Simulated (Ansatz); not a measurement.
Mulliken charges of `[CH]1=N[CH2][AlH]1` from ωB97M-V/def2-TZVPP in Ansatz (PBE0-D4/def2-TZVP geometry).

```
atom   x (Å)   y (Å)   z (Å)  charge (e)
  C1  -1.089   0.542  -0.547      -0.182
  N2  -0.087   1.171  -0.052      -0.135
  C3   0.959   0.233   0.428      -0.261
 Al4  -0.283  -1.190  -0.136       0.343
  H5  -1.921   1.127  -0.941       0.107
  H6   1.173   0.416   1.484       0.106
  H7   1.890   0.408  -0.117       0.106
  H8  -0.550  -2.765  -0.175      -0.083
```

Task: By hand: the dipole of these point charges (1 e Å = 4.8032 D).

Result: Σ q r = (0.027, -0.288, 0.007) e Å, of length 0.289 e Å = 1.39 D.

Task: How does the dipole of the full density compare? (Best estimate.)

Result: Computed: (-0.027, -0.384, -0.027) e Å, 1.85 D; the point charges give 0.75 times that, at 11° from its direction.

Point charges leave out the atoms' own dipoles, such as those of lone pairs, and Mulliken's split depends on the basis, so the two needn't agree.
